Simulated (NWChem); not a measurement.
The numbers come from NWChem runs, not from measurements. System: CAuClO, charge 0, spin multiplicity 1, at a geometry optimised with PBE/def2-SVP with def2 effective core potentials on Au. The structure started from a generated list of species. Level: G0W0@PBE/def2-TZVPP with def2 effective core potentials on Au, RI basis def2-tzvpp-rifit, no spin-orbit coupling.

Input file:

```
start mol
memory heap 200 mb stack 700 mb global 1700 mb
geometry units angstroms nocenter noautoz
  Au     0.000000     0.000000    -0.024670
  Cl     0.000000     0.000000     2.235564
  O      0.000000     0.000000    -3.068191
  C      0.000000     0.000000    -1.918359
  symmetry group C2v
end
basis spherical
  * library def2-tzvpp
end
ecp
  Au library def2-ecp
end
basis "ri basis" bse spherical
  * library def2-tzvpp-rifit
end
dft
  xc xpbe96 cpbe96
  iterations 100
  direct
  tolerances tight
end
task dft energy
gw
  method cdgw
  states alpha occ 4 vir 2
end
task dft gw
```

Part of the output:

```
             Northwest Computational Chemistry Package (NWChem) 7.3.0
             --------------------------------------------------------

                                NWChem Input Module
                                -------------------

 Scaling coordinates for geometry "geometry" by  1.889725989
 (inverse scale =  0.529177249)

 Turning off AUTOSYM since
 SYMMETRY directive was detected!

                             Geometry "geometry" -> ""
                             -------------------------

 Output coordinates in angstroms (scale by  1.889725989 to convert to a.u.)

  No.       Tag          Charge          X              Y              Z
 ---- ---------------- ---------- -------------- -------------- --------------
    1 Au                  79.0000     0.00000000     0.00000000    -0.02467000
    2 Cl                  17.0000     0.00000000     0.00000000     2.23556400
    3 O                    8.0000     0.00000000     0.00000000    -3.06819100
    4 C                    6.0000     0.00000000     0.00000000    -1.91835900

 Effective nuclear repulsion energy (a.u.)     605.4254066287

            Nuclear Dipole moment (a.u.)
            ----------------------------
        X                 Y               Z
 ---------------- ---------------- ----------------
     0.0000000000     0.0000000000    -0.0000453534

      Symmetry information
      --------------------

 Group name             C2v
 Group number             16
 Group order               4
 No. of unique centers     4

      Symmetry unique atoms

     1    2    3    4


 Summary of "ao basis" -> "" (spherical)
 ------------------------------------------------------------------------------
       Tag                 Description            Shells   Functions and Types
 ---------------- ------------------------------  ------  ---------------------
 *                         def2-tzvpp                 on all atoms

 Summary of "ri basis" -> "" (spherical)
 ------------------------------------------------------------------------------
       Tag                 Description            Shells   Functions and Types
 ---------------- ------------------------------  ------  ---------------------
 *                      def2-tzvpp-rifit              on all atoms

  pbe96 is a nonlocal functional; adding pw91lda local functional.

                                 NWChem DFT Module
                                 -----------------

 Summary of "ao basis" -> "ao basis" (spherical)
 ------------------------------------------------------------------------------
       Tag                 Description            Shells   Functions and Types
 ---------------- ------------------------------  ------  ---------------------
 Au                        def2-tzvpp               16       56   6s4p3d2f1g
 Cl                        def2-tzvpp               14       42   5s5p3d1f
 O                         def2-tzvpp               11       31   5s3p2d1f
 C                         def2-tzvpp               11       31   5s3p2d1f

 Summary of "ao basis" -> "ao basis" (spherical)
 ------------------------------------------------------------------------------
       Tag                 Description            Shells   Functions and Types
 ---------------- ------------------------------  ------  ---------------------
 Au                        def2-tzvpp               16       56   6s4p3d2f1g
 Cl                        def2-tzvpp               14       42   5s5p3d1f
 O                         def2-tzvpp               11       31   5s3p2d1f
[...]
  ----- ------------  ---------------      ----- ------------  ---------------
    72      0.502334  2 Cl py                75      0.344825  2 Cl py
    69      0.239690  2 Cl py                20     -0.217098  1 Au d -1
    63     -0.196714  2 Cl py                25     -0.097346  1 Au d -1
    66     -0.089045  2 Cl py               105     -0.082995  3 O  py
   139      0.066833  4 C  py                17      0.065809  1 Au py

 Vector   26  Occ=0.000000D+00  E=-1.240018D-01  Symmetry=b1
              MO Center= -1.7D-17, -6.1D-18, -1.6D+00, r^2= 3.1D+00
   Bfn.  Coefficient  Atom+Function         Bfn.  Coefficient  Atom+Function
  ----- ------------  ---------------      ----- ------------  ---------------
   138      0.386724  4 C  px               135      0.359913  4 C  px
   141      0.348645  4 C  px               110     -0.302997  3 O  px
   104     -0.288392  3 O  px                22     -0.260831  1 Au d  1
   107     -0.232883  3 O  px                16      0.183293  1 Au px
    13      0.125534  1 Au px                10     -0.123338  1 Au px

 Vector   27  Occ=0.000000D+00  E=-1.240018D-01  Symmetry=b2
              MO Center= -2.9D-18,  4.5D-16, -1.6D+00, r^2= 3.1D+00
   Bfn.  Coefficient  Atom+Function         Bfn.  Coefficient  Atom+Function
  ----- ------------  ---------------      ----- ------------  ---------------
   139      0.386724  4 C  py               136      0.359913  4 C  py
   142      0.348645  4 C  py               111     -0.302997  3 O  py
   105     -0.288392  3 O  py                20      0.260831  1 Au d -1
   108     -0.232883  3 O  py                17      0.183293  1 Au py
    14      0.125534  1 Au py                11     -0.123338  1 Au py

 Vector   28  Occ=0.000000D+00  E=-3.586062D-02  Symmetry=a1
              MO Center= -3.2D-15,  3.7D-15,  4.3D-01, r^2= 4.8D+00
   Bfn.  Coefficient  Atom+Function         Bfn.  Coefficient  Atom+Function
  ----- ------------  ---------------      ----- ------------  ---------------
     6      0.866310  1 Au s                134     -0.776805  4 C  s
     5      0.622223  1 Au s                133     -0.448553  4 C  s
    61     -0.410619  2 Cl s                103      0.396318  3 O  s
    76      0.391374  2 Cl pz                 3     -0.351343  1 Au s
    21      0.350615  1 Au d  0              73      0.262407  2 Cl pz

 center of mass
 --------------
 x =   0.00000000 y =   0.00000000 z =   0.00887093

 moments of inertia (a.u.)
 ------------------
        1319.914032025693           0.000000000000           0.000000000000
           0.000000000000        1319.914032025693           0.000000000000
           0.000000000000           0.000000000000           0.000000000000

     Multipole analysis of the density
     ---------------------------------

     L   x y z        total         alpha         beta         nuclear
     -   - - -        -----         -----         ----         -------
     0   0 0 0     -0.000000    -25.000000    -25.000000     50.000000

     1   1 0 0     -0.000000     -0.000000     -0.000000      0.000000
     1   0 1 0     -0.000000     -0.000000     -0.000000      0.000000
     1   0 0 1     -1.301734     -2.049431     -2.049431      2.797127

     2   2 0 0    -34.489469    -17.244735    -17.244735      0.000000
     2   1 1 0     -0.000000     -0.000000     -0.000000      0.000000
     2   1 0 1     -0.000000     -0.000000     -0.000000      0.000000
     2   0 2 0    -34.489469    -17.244735    -17.244735      0.000000
     2   0 1 1      0.000000      0.000000      0.000000      0.000000
     2   0 0 2    -37.494427   -344.364407   -344.364407    651.234386

 Task  times  cpu:       36.0s     wall:       36.0s

                                NWChem Input Module
                                -------------------

                                 NWChem GW Module
                                 ----------------

                             ***********************
                             ***        GW       ***
                             ***********************

 Summary of "ri basis" -> "ri basis" (spherical)
 ------------------------------------------------------------------------------
       Tag                 Description            Shells   Functions and Types
 ---------------- ------------------------------  ------  ---------------------
 Au                     def2-tzvpp-rifit            36      184   8s8p7d5f4g3h1i
 Cl                     def2-tzvpp-rifit            33      123   11s8p7d5f2g
 O                      def2-tzvpp-rifit            22       76   8s6p4d3f1g
 C                      def2-tzvpp-rifit            22       76   8s6p4d3f1g

                 Memory Information
                 ------------------
          Available GA per process is          1699.8 MBs
          Available stack per process is        700.0 MBs
          Available heap per process is           0.1 MBs

          Peak memory in Initialization
              Peak GA per process is                 16.9 MBs
              Peak stack per process is               0.3 MBs
              Peak heap per process is               17.9 MBs
              Memory not in MA per process            0.0 MBs

          Peak memory in CDGW Calculation
              Peak GA per process is                 20.3 MBs
              Peak stack per process is               3.2 MBs
              Peak heap per process is                3.5 MBs
              Memory not in MA per process            0.0 MBs

          Computing 2-center integrals
          Computing Inverse Cholesky factor
          Computing 3-center integrals
          Computing Vxc

          Computing Sigma_x
          Computing W(iw) on the imaginary grid
          Solving quasiparticle equations

                  Alpha Orbitals
          State     Energy (eV)     Error (eV)
          -----------------------------------
@GW        22        -11.937           0.002
@GW        23        -10.826           0.002
@GW        24         -9.567           0.002
@GW        25         -9.567           0.002
@GW        26         -0.622           0.002
@GW        27         -0.622           0.002

     GW Timing Statistics
   ------------------------
   Init.   :          0.2s
     ERIs  :          2.6s
     Distr.:          0.0s
     Vxc   :          0.3s
   Vmo     :          0.0s
   iW      :          4.8s
   I_n     :          0.0s
   R_n     :          0.9s
   GW total:          9.0s

 Task  times  cpu:        9.0s     wall:        9.0s

 Total times  cpu:       45.0s     wall:       45.0s
```
